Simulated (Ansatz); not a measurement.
The cluster In₃P₃⁺. The state is a doublet with charge 1. Geometry PBE-D4/def2-SVP.

```xyz
6

In   -1.378   -2.082    1.314
In   -0.608    3.347    0.546
In    2.714   -0.508   -2.055
P     0.612   -1.735   -0.686
P     0.125    0.234   -0.186
P    -1.465    0.744    1.068
```

In the def2 sets In takes a core potential, while STO-3G treats all electrons; there is no spin–orbit coupling. LC-ωPBE has ω = 0.4 bohr⁻¹. At HF/STO-3G the charge 1 doublet is spin-contaminated (final ⟨S²⟩ up to 1.63, 0.75 for a pure state). Another isomer (doublet) lies 0.85 eV lower at PBE0-D4/def2-TZVP; other spin states weren't run for this one.

(1) Estimate the α-spin orbital energies around the gap (eV) in Ansatz with HF/STO-3G, PBE-D4/def2-SVP, PBE0-D4/def2-SVP, PBE0-D4/def2-TZVP, LC-ωPBE/def2-TZVP.

Results:

(1) 
```
orbital  HF/STO-3G  PBE-D4/def2-SVP  PBE0-D4/def2-SVP  PBE0-D4/def2-TZVP  LC-ωPBE/def2-TZVP
HOMO−13     -16.67           -22.30            -24.83             -24.73             -27.37
HOMO−12     -16.66           -22.25            -24.78             -24.68             -27.32
HOMO−11     -16.66           -20.68            -22.87             -22.68             -26.26
HOMO−10     -16.60           -18.14            -20.08             -19.95             -23.36
 HOMO−9     -16.57           -14.81            -16.37             -16.36             -19.45
 HOMO−8     -14.39           -13.49            -14.76             -14.66             -17.65
 HOMO−7     -12.48           -12.40            -13.47             -13.43             -16.17
 HOMO−6     -11.44           -11.59            -12.54             -12.47             -15.01
 HOMO−5     -11.32           -11.43            -12.51             -12.44             -14.94
 HOMO−4     -10.16           -10.73            -11.77             -11.70             -14.28
 HOMO−3      -9.73           -10.08            -11.00             -10.95             -13.34
 HOMO−2      -8.49            -9.10             -9.90              -9.86             -11.98
 HOMO−1      -7.87            -8.63             -9.38              -9.40             -11.47
   HOMO      -6.32            -8.26             -9.06              -9.05             -11.17
   LUMO       1.91            -6.61             -5.95              -5.96              -4.08
 LUMO+1       2.00            -6.08             -5.38              -5.39              -3.54
 LUMO+2       2.03            -6.02             -5.36              -5.39              -3.48
 LUMO+3       2.05            -5.88             -5.19              -5.20              -3.29
 LUMO+4       2.81            -5.67             -4.99              -5.00              -3.12
 LUMO+5       2.94            -5.30             -4.66              -4.67              -2.92
 β HOMO      -6.00            -8.53             -9.25              -9.27             -11.24
 β LUMO       1.28            -7.80             -7.22              -7.18              -5.51
```
